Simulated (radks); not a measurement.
Task: All-electron atom: Pr2+ in [Xe] 4f3. Calculated with a radial shooting solver on a logarithmic mesh with Libxc functionals: scalar-relativistic Kohn-Sham, revPBE, spin-polarised, spherical densities, point nucleus; open shells are filled with parallel spins first (spin-orbit coupling, left out, can overturn this in heavy ions). Some entries of the table are withheld. Estimate them.

| orbital | occ. | eigenvalue (hartree) | r(max) (bohr) |
|---|---|---|---|
| 1s down | 1 | -1537.272 | 0.01541 |
| 1s up | 1 | -1537.272 | 0.01541 |
| 2s up | 1 | -247.6877 | 0.08724 |
| 2s down | 1 | -247.6877 | 0.08724 |
| 2p down | 3 | -221.6456 | 0.07028 |
| 2p up | 3 | -221.6456 | 0.07028 |
| 3s up | 1 | -53.80083 | 0.2491 |
| 3s down | 1 | -53.77424 | 0.2490 |
| 3p up | 3 | -45.55459 | 0.2439 |
| 3p down | 3 | -45.52807 | 0.2438 |
| 3d up | 5 | -33.98634 | 0.2006 |
| 3d down | 5 | -33.96587 | 0.2005 |
| 4s up | 1 | -11.09042 | 0.5791 |
| 4s down | 1 | -11.01432 | 0.5789 |
| 4p up | 3 | -8.39849 | 0.6047 |
| 4p down | 3 | -8.32129 | 0.6044 |
| 4d up | 5 | -4.55075 | 0.6360 |
| 4d down | 5 | -4.47187 | 0.6355 |
| 5s up | 1 | -1.92199 | 1.352 |
| 5s down | 1 | -1.86843 | 1.360 |
| 5p up | 3 | -1.26981 | (1) |
| 5p down | 3 | -1.22839 | (2) |
| 4f up | 3 | -0.53199 | 0.6928 |
| 5d up | 0 | -0.50228 | (3) |
| 6s up | 0 | -0.48950 | 3.424 |
| 5d down | 0 | -0.48203 | (4) |
| 6s down | 0 | -0.47644 | 3.454 |
| 4f down | 0 | -0.46308 | 0.6935 |
| 6p up | 0 | -0.35811 | 4.123 |

Result: 
(1) 5p up r(max) (bohr): 1.530
(2) 5p down r(max) (bohr): 1.543
(3) 5d up r(max) (bohr): 2.111
(4) 5d down r(max) (bohr): 2.149
